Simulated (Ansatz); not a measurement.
Ansatz (a first-principles code) input (CCSD(T)/6-31G*):

Ansatz 0.2 input:
```yaml
crystal:
  periodic: [false, false, false]
  atoms:
    - {symbol: Cu, position_ang: [-0.00000000, -0.00000000, -1.21726486]}
    - {symbol: Br, position_ang: [0.00000000, 0.00000000, 1.00859089]}
basis:
  gaussian:
    orbitals: 6-31G*
magnetization: {spin_polarized: false}
correlation: {method: ccsd_t, electrons: outside_noble_gas}
```

Output:

```
Functional definition: HF
integrals: 0.04 GiB planned
656 factors; integrals over basis functions are off by at most 8.1e-4 eV
mean field: 0.27 GiB planned
mean field evaluation 1: about -114578.0166 eV, gradient 5.3e1 eV
mean field evaluation 2: about -114578.0293 eV, gradient 5.3e1 eV
mean field evaluation 4: about -114580.9828 eV, gradient 2.3e0 eV
mean field evaluation 8: about -114581.0416 eV, gradient 1.2e-1 eV
mean field evaluation 16: about -114578.4392 eV, gradient 5.6e1 eV
mean field evaluation 32: about -114571.4423 eV, gradient 2.8e1 eV
mean field -114581.04185976 eV, -4210.7756225264 hartree, gradient 1.8e-6 eV, S^2 0.000000; 1 other end points of the search recorded, 0 dependent functions left out
23 core orbitals not correlated
reference -114581.04185976 eV, -4210.7756225264 hartree; 9, 9 occupied and 39, 39 virtual orbitals, 656 factors
second order -10.76780735 eV of doubles, -0.00000000 eV of singles
coupled cluster: 0.10 GiB planned
cycle   1  -9.69279800 eV  change     1.1e0 eV  update   1.2e-1
cycle   2  -10.11269334 eV  change   -4.2e-1 eV  update   5.0e-2
cycle   3  -10.20965939 eV  change   -9.7e-2 eV  update   4.4e-2
cycle   4  -10.20794973 eV  change    1.7e-3 eV  update   3.3e-2
cycle   5  -10.18655751 eV  change    2.1e-2 eV  update   2.5e-2
cycle   6  -10.21484288 eV  change   -2.8e-2 eV  update   1.7e-2
cycle   7  -10.24537231 eV  change   -3.1e-2 eV  update   1.0e-2
cycle   8  -10.23955327 eV  change    5.8e-3 eV  update   4.7e-3
cycle   9  -10.24110386 eV  change   -1.6e-3 eV  update   2.1e-3
cycle  10  -10.24354269 eV  change   -2.4e-3 eV  update   1.2e-3
cycle  11  -10.24277022 eV  change    7.7e-4 eV  update   7.2e-4
cycle  12  -10.24185683 eV  change    9.1e-4 eV  update   3.6e-4
cycle  13  -10.24215098 eV  change   -2.9e-4 eV  update   2.2e-4
cycle  14  -10.24225667 eV  change   -1.1e-4 eV  update   9.2e-5
cycle  15  -10.24225457 eV  change    2.1e-6 eV  update   3.6e-5
cycle  16  -10.24224861 eV  change    6.0e-6 eV  update   1.7e-5
coupled cluster: 0.10 GiB planned
perturbative correction -0.25923088 eV, -0.0095265590 hartree
Total energy: -114591.54333925 eV, -4211.1615447795 hartree
```
